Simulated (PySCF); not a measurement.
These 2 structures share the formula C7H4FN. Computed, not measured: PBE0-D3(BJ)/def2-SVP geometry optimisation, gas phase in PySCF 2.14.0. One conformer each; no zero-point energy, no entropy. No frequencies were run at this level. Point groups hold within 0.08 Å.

Problem. Rank from lowest to highest electronic energy at this level (kcal/mol).
A. `N#Cc1ccccc1F`
B. para-fluorobenzonitrile, `N#CC1=CC=C(F)C=C1`

Solution. B (0.0), A (1.2).

Neighbours under 2.5 kcal/mol apart (N#Cc1ccc(F)cc1 and N#Cc1ccccc1F) can change places with a better method, another conformer or zero-point energy.

```
        SMILES      E (Eh)  E rel (kcal/mol)  dipole (D)  point group       A, B, C (MHz)
N#Cc1ccc(F)cc1  -422.95230               0.0        3.20          C2v  5643, 972.2, 829.4
  N#Cc1ccccc1F  -422.95040               1.2        5.11           Cs   2946, 1513, 999.7
```

Problem. How do the relative energies change in single points at PBE0/pcSseg-1 (no added dispersion term) on the same geometries?

Solution. 
```csv
SMILES,PBE0-D3(BJ)/def2-SVP (kcal/mol),PBE0/pcSseg-1 (kcal/mol),shift
N#Cc1ccc(F)cc1,0.0,0.0,0.0
N#Cc1ccccc1F,1.2,1.6,+0.4
```

Each column counts from its own lowest isomer. The order is unchanged; the largest shift is 0.4 kcal/mol.

Problem. As an exercise, what shares would exp(−E/RT) give at 2000 K from these electronic energies alone (no entropy, no degeneracies)?

Solution. RT = 3.974 kcal/mol: N#Cc1ccc(F)cc1 57.4 %, N#Cc1ccccc1F 42.6 %.
